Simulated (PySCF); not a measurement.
From one molecule to another.

First species: CH10SSi3.
Numbering: `[CH3:1][S:2][SiH2:3][SiH2:4][SiH3:5]` (hydrogens: H6, H7, H8 on C1; H9, H10 on Si3; H11, H12 on Si4; H13, H14, H15 on Si5)

Second species: C5H10NPSi.
SMILES: `C(=N\[SiH2]P)/C(C=C)=C`

Levels: wB97X-D/def2-SVPD for dipole moment, HOMO energy, LUMO energy, HOMO–LUMO gap, static isotropic polarisability and electronic spatial extent ⟨r²⟩ about the centre of nuclear charge; TDDFT wB97X-D/def2-SVPD for lowest singlet excitation; TDA wB97X-D/def2-SVPD for lowest triplet excitation (Tamm–Dancoff); GFN2-xTB for rotational constant A and rotational constant C. Geometries: GFN2-xTB. Each structure is a single optimised conformer of the isolated species, non-relativistic unless stated; the electronic structure was computed with PySCF and density fitting.

The conformers computed, where there is a choice (atom-mapped SMILES and torsion angles):
- `[CH3:1][S:2][SiH2:3][SiH2:4][SiH3:5]`: C1–S2–Si3–Si4 -67°, S2–Si3–Si4–Si5 -104°
- `[CH2:1]=[CH:2][C:3](=[CH2:4])/[CH:5]=[N:6]/[SiH2:7][PH2:8]`: C1–C2–C3–C4 161°, C2–C3–C5–N6 -19°, C5–N6–Si7–P8 -113°, H–P8–Si7–N6 -163°, H–P8–Si7–N6 -70°

**Question.** Which has the higher rotational constant A?

**Answer.** The first: 3.733 GHz against 2.604 GHz, a difference of 1.129 GHz.

**Question.** Which has the higher S1 energy?

**Answer.** The first: 5.06 eV against 3.69 eV, a difference of 1.37 eV.

**Question.** Which of the two has the higher ⟨r²⟩, and by how much?

**Answer.** The second: 1888 bohr² against 1663 bohr², a difference of 225 bohr².

**Question.** Which of the two has the higher rotational constant C, and by how much?

**Answer.** The first: 0.733 GHz against 0.596 GHz, a difference of 0.137 GHz.

**Question.** Which of the two has the higher dipole moment, and by how much?

**Answer.** The second: 1.72 D against 1.61 D, a difference of 0.11 D.

**Question.** Which of the two has the higher static isotropic polarisability, and by how much?

**Answer.** The second: 128.5 au against 122.0 au, a difference of 6.5 au.

**Question.** Which of the two has the higher LUMO energy, and by how much?

**Answer.** The first: 0.78 eV against -0.05 eV, a difference of 0.83 eV.

**Question.** Which has the higher HOMO energy?

**Answer.** The first: -8.49 eV against -8.56 eV, a difference of 0.07 eV.

On the first: The vertical singlet–triplet gap S1 − T1 is 0.33 eV (TDDFT singlet less Tamm–Dancoff triplet; S1: HOMO→LUMO, weight 0.86; T1: HOMO→LUMO, weight 0.84). GFN2-xTB frequencies show an imaginary mode (35i cm⁻¹), so this geometry is no minimum at that level.

On the second: The vertical singlet–triplet gap S1 − T1 is 0.69 eV (TDDFT singlet less Tamm–Dancoff triplet; S1: HOMO→LUMO, weight 0.47, beside HOMO−1→LUMO, weight 0.33; T1: HOMO→LUMO, weight 0.80). The dipole equals about 5.7 × 10⁻³⁰ C·m (1 D = 3.33564 × 10⁻³⁰ C·m).
